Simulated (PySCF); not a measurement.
**Two-component Hartree-Fock for As (arsenic, neutral)**

Start: [Ar] 3d10 4s2 4p3; 4p1/2 filled at m_j = -1/2, +1/2; 4p3/2 filled at m_j = +3/2. Calculated with PySCF 2.14 in x2c-TZVPall-2c: generalised Hartree-Fock with the X2C-1e Hamiltonian and a Gaussian nucleus; one run each with spin-orbit coupling (SO) switched off, then screened by Boettger's factors.

```json
{"spinor shell": "1s1/2", "electrons": "2", "ε, spin-free (eV)": "-11944.7", "ε, screened SO (eV)": "-11944.4", "weight of nominal j (screened SO)": "1.000", "rms radius, screened SO (bohr)": "0.0524"}
{"spinor shell": "2s1/2", "electrons": "2", "ε, spin-free (eV)": "-1572.3", "ε, screened SO (eV)": "-1572.2", "weight of nominal j (screened SO)": "1.000", "rms radius, screened SO (bohr)": "0.219"}
{"spinor shell": "2p1/2", "electrons": "2", "ε, spin-free (eV)": "-1373.7", "ε, screened SO (eV)": "-1398.8", "weight of nominal j (screened SO)": "1.000", "rms radius, screened SO (bohr)": "0.194"}
{"spinor shell": "2p3/2", "electrons": "4", "ε, spin-free (eV)": "-1373.7", "ε, screened SO (eV)": "-1361.7", "weight of nominal j (screened SO)": "1.000", "rms radius, screened SO (bohr)": "0.197"}
{"spinor shell": "3s1/2", "electrons": "2", "ε, spin-free (eV)": "-225.27", "ε, screened SO (eV)": "-225.25", "weight of nominal j (screened SO)": "1.000", "rms radius, screened SO (bohr)": "0.639"}
{"spinor shell": "3p1/2", "electrons": "2", "ε, spin-free (eV)": "-161.54", "ε, screened SO (eV)": "-165.21", "weight of nominal j (screened SO)": "0.998", "rms radius, screened SO (bohr)": "0.660"}
{"spinor shell": "3p3/2", "electrons": "4", "ε, spin-free (eV)": "-161.54", "ε, screened SO (eV)": "-159.77", "weight of nominal j (screened SO)": "0.999", "rms radius, screened SO (bohr)": "0.670"}
{"spinor shell": "3d3/2", "electrons": "4", "ε, spin-free (eV)": "-56.346", "ε, screened SO (eV)": "-56.818", "weight of nominal j (screened SO)": "0.978", "rms radius, screened SO (bohr)": "0.749"}
{"spinor shell": "3d5/2", "electrons": "6", "ε, spin-free (eV)": "-56.346", "ε, screened SO (eV)": "-56.010", "weight of nominal j (screened SO)": "0.985", "rms radius, screened SO (bohr)": "0.751"}
{"spinor shell": "4s1/2", "electrons": "2", "ε, spin-free (eV)": "-19.205", "ε, screened SO (eV)": "-19.200", "weight of nominal j (screened SO)": "1.000", "rms radius, screened SO (bohr)": "2.14"}
{"spinor shell": "4p1/2", "electrons": "2", "ε, spin-free (eV)": "-10.048", "ε, screened SO (eV)": "-10.107", "weight of nominal j (screened SO)": "0.538", "rms radius, screened SO (bohr)": "2.73"}
{"spinor shell": "4p3/2", "electrons": "1", "ε, spin-free (eV)": "-10.048", "ε, screened SO (eV)": "-9.930", "weight of nominal j (screened SO)": "1.000", "rms radius, screened SO (bohr)": "2.75"}
```

```tsv
quantity	spin-free	screened SO
E (hartree)	-2258.96264	-2259.05781
M_J	3/2	3/2
⟨J²⟩	3.751	3.751
⟨L²⟩	0.000	0.009
⟨S²⟩	3.751	3.743
```

Each row is a mean over spinors that exchange with the open shell spreads, by up to 6.968 eV (4s1/2).

Rows whose weight is well below 1 are mixtures of j = l ± 1/2: exchange outweighs spin-orbit coupling there, and the label is only the starting occupation.

Without spin-orbit coupling the j labels of p, d and f shells carry no meaning; the spin-free column gives the mean over the occupied spinors of each nl shell.
